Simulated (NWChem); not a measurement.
System: C$_{4}$H$_{5}$ cation

Input file for NWChem:

```
start job
memory heap 200 mb stack 900 mb global 1100 mb
charge 1
geometry units angstroms
  C     -1.723760     0.636681    -0.066735
  C     -0.569511     0.193651     0.173751
  C      0.679086    -0.287687     0.462565
  C      1.590310    -0.538902    -0.512126
  H     -2.593617     0.014558    -0.253061
  H     -1.976745     1.694314    -0.113493
  H      0.914143    -0.461980     1.508526
  H      1.369302    -0.369501    -1.557049
  H      2.572597    -0.918756    -0.269282
end
basis spherical
  * library def2-svp
end
dft
  xc xpbe96 cpbe96
  disp vdw 4
  iterations 150
end
driver
  maxiter 120
end
task dft optimize
task dft freq
```

The level has its own optimisation; frequencies are unscaled. Brackets give each atom's bonded neighbours.

Predict the main results of this run. (PBE-D3(BJ)/def2-SVP.) Quantities: r C–C [C(CC)–C(CHH)] (Å); r C–C [C(CC)–C(CCH)] (Å); r C–C [C(CCH)–C(CHH)] (Å); r C–H [C(CCH)–H(C)] (Å); highest harmonic frequency (cm⁻¹); lowest (cm⁻¹); zero-point energy (kcal/mol).


```json
{
  "r C–C [C(CC)–C(CHH)] (Å)": "1.289",
  "r C–C [C(CC)–C(CCH)] (Å)": "1.381",
  "r C–C [C(CCH)–C(CHH)] (Å)": "1.382",
  "r C–H [C(CCH)–H(C)] (Å)": "1.106",
  "highest harmonic frequency (cm⁻¹)": "3195",
  "lowest (cm⁻¹)": "204",
  "zero-point energy (kcal/mol)": "43.3"
}
```
